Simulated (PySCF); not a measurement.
Dipole moment and polarisability of `C[SiH]1O[SiH2]O[SiH2]O1`

Species: CH₈O₃Si₃.
Cartesian coordinates in Å at the PBE0-D3(BJ)/def2-SVP level; atoms count from 1:
```
atom  x, y, z in Å
C1    -2.316    0.812   -0.506
Si2   -0.870   -0.320   -0.751
O3    -0.502   -1.097    0.679
Si4    0.882   -1.190    1.590
O5     2.037   -0.251    0.848
Si6    2.002    0.686   -0.525
O7     0.480    0.563   -1.177
H8    -2.103    1.540    0.292
H9    -2.536    1.366   -1.431
H10   -3.214    0.241   -0.223
H11   -1.122   -1.345   -1.800
H12    1.355   -2.599    1.645
H13    0.613   -0.662    2.953
H14    2.272    2.102   -0.166
H15    3.008    0.178   -1.493
```

Level: CAM-B3LYP/def2-SVPD (PySCF), static field, nuclei fixed, core orbitals frozen in the response. The polarisability tensor in these axes (au):

```
x   93.62 -1.11  1.55
y   -1.11 85.54 -3.44
z    1.55 -3.44 86.55
```

Diagonalise the tensor; give its mean and Δα, where Δα² is half the sum of the squared differences of the eigenvalues.

Principal values 82.57, 88.77 and 94.36 au; mean 88.57 au = 13.12 Å³ = 14.60 × 10⁻⁴⁰ C²·m²/J; Δα = 10.22 au (12 % of the mean).

What is the dipole moment, and where does it point?

(-0.75, 0.40, -0.04) D, 0.86 D in size, pointing from the negative to the positive side. Measured along this direction, the outermost atoms are H15 and H12 at the negative end and H10 and H9 at the positive end.

Give the eigenvalues of the traceless quadrupole moment Θ = ½Σq(3rr − r²1), origin at the centre of nuclear charge.

-1.58, -1.03, 2.61 D·Å. The values depend on the origin, since the dipole doesn't vanish. The electronic extent ⟨r²⟩ about the same centre is 1301 bohr², a root-mean-square distance of 2.13 Å for the 80 electrons.

Refractivity n − 1 of an ideal gas of it at 400 K and 1 atm, from the electronic α?

N = p/kT = 1.8347 × 10¹⁹ cm⁻³, so n − 1 = 2π × N × 13.12 × 10⁻²⁴ cm³ = 1513 × 10⁻⁶ at long wavelengths.

What depolarisation ratio follows for Rayleigh scattering of linearly polarised light, taking the static tensor?

ρ = 3Δα²/(45ᾱ² + 4Δα²) = 313.2/(353011 + 417.6) = 0.000886.

Give the principal axes and the span of the nuclei along them.

Largest value along (0.93, -0.23, 0.29), where the nuclei span 5.44 Å; middle along (-0.37, -0.62, 0.70), 4.50 Å; least along (-0.02, 0.75, 0.66), 3.62 Å. The response follows the extents in order.

Geometry: PBE0-D3(BJ)/def2-SVP; no solvent, vibrations or thermal averaging.

These values come from a run that also computed excited states and ΔSCF ions. Hardware: one thread, Arm Neoverse V2, no GPU (shared host). Cost: 3.2 min wall.
